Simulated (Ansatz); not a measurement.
Calculated with Ansatz (gas phase, PBE0-D4/def2-TZVP geometries, no zero-point term in ΔE). CCSD(T)/CBS is the MP2 limit (def2-TZVPP, def2-QZVPP) plus CCSD(T) − MP2 in def2-TZVPP, frozen cores. This one scheme is used for every species. Functionals use def2-TZVPP. B3LYP here is the variant with VWN-RPA as its local correlation; programs differ in this. No spin–orbit coupling; open shells (•) take unrestricted orbitals. def2 core potentials past Kr. For In outer-core shells are correlated without core-valence functions, which leaves a few kJ/mol of doubt a bond.

`[OH][InH2]` + `[SiH3]`• → `[OH][InH]`• + SiH₄  (hydrogen abstraction from the In–H bond)

```csv
level,ΔE (kJ/mol)
B97M-V,-88.7
B3LYP,-104.9
```

Task: What does CCSD(T)/CBS give? (An estimate is asked.)

Result: The calculation gave: -94.3 kJ/mol. The listed levels differ from it by 5.6, -10.6 kJ/mol.

Task: What do rigid-rotor, harmonic-oscillator terms from PBE0-D4/def2-TZVP frequencies (298.15 K, 1 bar) make of the CCSD(T)/CBS value? (An estimate is asked.)

Result: Computed: ΔZPE = +5.8 kJ/mol, ΔH = -89.1 kJ/mol, ΔS = -13 J/(mol·K), ΔG = -85.4 kJ/mol. Open shells count their whole term as degenerate.

Largest T1 diagnostic among the species: 0.021.

Leaving LDA and LC-ωPBE aside and taking each functional with its dispersion term where it has one, the values, not all of them listed here, spread over 20.1 kJ/mol, from BLYP-D4 to B97M-V. From BLYP to BHLYP (50 % exact exchange), in def2-TZVPP and without D4, ΔE moves by +7.5 kJ/mol.
